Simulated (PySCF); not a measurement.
**Electron correlation in Sn⁺ (tin, charge +1)**

[Kr] 4d10 5s1 5p2, high-spin 4P determinant (an excited configuration). Calculation: PySCF 2.14, in dyall-av2z (22s16p12d, 130 functions); the non-relativistic Hamiltonian (point nucleus). Frozen: [Kr] 4d10; 3 electrons correlated; the 62 highest virtual orbitals of each spin left out.

| level | correlation energy (mhartree) |
| --- | --- |
| CCSD | -9.30 |
| (T) | -0.03 |
| CCSD(T) | -9.33 |

Diagnostics: T1 = 0.0025, D1 = 0.0050, largest double amplitude 0.041.

Question: Is a single reference adequate?

Answer: Yes, within this model without spin-orbit coupling: T1 lies below 0.03 and no double amplitude reaches 0.07.
